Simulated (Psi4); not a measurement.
CHF₂ (SMILES F[CH-]F), charge -1, singlet, at a GFN2-xTB geometry (a gas-phase anion, which may not be bound at this level); B3LYP/pcseg-2 (Psi4).

Input for Psi4:
```
memory 2 GB

molecule {
-1 1
C    -0.12204909   -0.00422136    0.64509125
F    -0.02347795    1.13289904   -0.27210005
F     0.00314120   -1.13074558   -0.28187669
H     0.91532526    0.00594698    1.11524321
}

set {
  basis pcseg-2
}

energy('b3lyp')
print_variables()
```

### Question
Predict the main parts of the log of this Psi4 run.

### Answer

```
   => Loading Basis Set <=

    Name: PCSEG-2
    Role: ORBITAL
    Keyword: BASIS

         ---------------------------------------------------------
                                   SCF
               by Justin Turney, Rob Parrish, Andy Simmonett
                          and Daniel G. A. Smith
                              RKS Reference
         ---------------------------------------------------------

  ==> Geometry <==

    Molecular point group: c1
    Full point group: C1

    Geometry (in Angstrom), charge = -1, multiplicity = 1:

       Center              X                  Y                   Z               Mass
    ------------   -----------------  -----------------  -----------------  -----------------
         C           -0.103845504930    -0.004147827395     0.677629636830    12.000000000000
         F           -0.005274364930     1.132972572605    -0.239561663170    18.998403162730
         F            0.021344785070    -1.130672047395    -0.249338303170    18.998403162730
         H            0.933528845070     0.006020512605     1.147781596830     1.007825032230

  Running in c1 symmetry.

  Rotational constants: A =      1.66596  B =      0.33926  C =      0.29168 [cm^-1]
  Rotational constants: A =  49944.20238  B =  10170.74490  C =   8744.46775 [MHz]
  Nuclear repulsion =   65.470876792311998

  Charge       = -1
  Multiplicity = 1
  Electrons    = 26
  Nalpha       = 13
  Nbeta        = 13

  ==> Algorithm <==

  SCF Algorithm Type is DF.
  DIIS enabled.
  MOM disabled.
  Fractional occupation disabled.
  Guess Type is SAD.
  Energy threshold   = 1.00e-06
  Density threshold  = 1.00e-06
  Integral threshold = 1.00e-12

  ==> Primary Basis <==

  Basis Set: PCSEG-2
    Blend: PCSEG-2
    Number of shells: 36
    Number of basis functions: 104
    Number of Cartesian functions: 120
    Spherical Harmonics?: true
    Max angular momentum: 3

  ==> DFT Potential <==

   => LibXC <=

    Version 7.1.2
    S. Lehtola, C. Steigemann, M. J. T. Oliveira, and M. A. L. Marques,  SoftwareX 7, 1–5 (2018) (10.1016/j.softx.2017.11.002)

   => Composite Functional: B3LYP <=

    B3LYP Hyb-GGA Exchange-Correlation Functional

    P. J. Stephens, F. J. Devlin, C. F. Chabalowski, and M. J. Frisch,  J. Phys. Chem. 98, 11623 (1994) (10.1021/j100096a001)

    Deriv               =              1
    GGA                 =           TRUE
    Meta                =          FALSE

    Exchange Hybrid     =           TRUE
[...]
   @DF-RKS iter   4:  -238.44338669407387   -6.05541e-04   3.62871e-04 DIIS/ADIIS
   @DF-RKS iter   5:  -238.44390321846203   -5.16524e-04   4.75385e-05 DIIS
   @DF-RKS iter   6:  -238.44391367108969   -1.04526e-05   6.99972e-06 DIIS
   @DF-RKS iter   7:  -238.44391386594936   -1.94860e-07   1.23017e-06 DIIS
   @DF-RKS iter   8:  -238.44391387416437   -8.21501e-09   2.08612e-07 DIIS
  Energy and wave function converged.

  ==> Post-Iterations <==

   Electrons on quadrature grid:
      Ntotal   =   25.9999895900 ; deviation = -1.041e-05

    Orbital Energies [Eh]
    ---------------------

    Doubly Occupied:

[...]
      13A      0.050666

    Virtual:

[...]
     104A      8.434839

    Final Occupation by Irrep:
              A
    DOCC [    13 ]
    NA   [    13 ]
    NB   [    13 ]

  @DF-RKS Final Energy:  -238.44391387416437

   => Energetics <=

    Nuclear Repulsion Energy =             65.4708767923119979
    One-Electron Energy =                -467.9249203226058853
    Two-Electron Energy =                 185.7478235280798060
    DFT Exchange-Correlation Energy =     -21.7376938719502455
    Empirical Dispersion Energy =           0.0000000000000000
    VV10 Nonlocal Energy =                  0.0000000000000000
    Total Energy =                       -238.4439138741643660

Computation Completed

Properties will be evaluated at   0.000000,   0.000000,   0.000000 [a0]

Properties computed using the SCF density matrix

 Multipole Moments:

 ------------------------------------------------------------------------------------
     Multipole            Electronic (a.u.)      Nuclear  (a.u.)        Total (a.u.)
 ------------------------------------------------------------------------------------

 L = 1.  Multiply by 2.5417464519 to convert [e a0] to [Debye]
 Dipole X            :         -0.2765995            0.8599947            0.5833952
 Dipole Y            :          0.0057555            0.0034738            0.0092294
 Dipole Z            :         -2.0857168            1.5372161           -0.5485007
 Magnitude           :                                                    0.8008047

 ------------------------------------------------------------------------------------

  Variable Map:
  ----------------------------------------------------------------------------
[...]
  Array Variable Map:
  ----------------------------------------------------------------------------
[...]
[...]
```
